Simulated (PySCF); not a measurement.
Ionisation energy of Pr³²⁺ by level of theory

Pr³²⁺ [Ar] 3d9 [3d3/2^4 3d5/2^5, M_J = 5/2] → Pr³³⁺ [Ar] 3d8 [3d3/2^4 3d5/2^4, M_J = 4], as a difference of total energies. Computed with PySCF 2.14 in an even-tempered Gaussian basis (16 s from 5.5 bohr⁻², ratio 2.8; 12 p from 7.2 bohr⁻², ratio 2.8; 8 d from 7.2 bohr⁻², ratio 2.8; 3 f from 29 bohr⁻², ratio 3), with the two-component X2C-1e Hamiltonian. Correlated levels: [Ne] frozen; the 74 highest virtual spinors dropped. "Screened" scales the spin-orbit matrix elements by Boettger's factors to mimic the two-electron term; Breit and QED terms are absent.

```tsv
method	ionisation energy (eV)
GHF (spin-free)	2115.9
GMP2 (spin-free)	2117.3
GHF (screened spin-orbit)	2108.3
GMP2 (screened spin-orbit)	2109.7
```

Breit and QED terms and the two-electron picture change are absent.

The spin-free rows relax to the high-spin LS determinant and lack the spin-orbit shift.

The labels give the starting determinants; with spin-orbit coupling the two ends relaxed to ⟨J²⟩ = 8.75, ⟨L²⟩ = 6.02, ⟨S²⟩ = 0.77 and ⟨J²⟩ = 20.00, ⟨L²⟩ = 12.68, ⟨S²⟩ = 1.86.

For comparison: 2108 ± 4 eV (theoretical estimate listed by NIST; NIST Atomic Spectra Database, ionization energies).
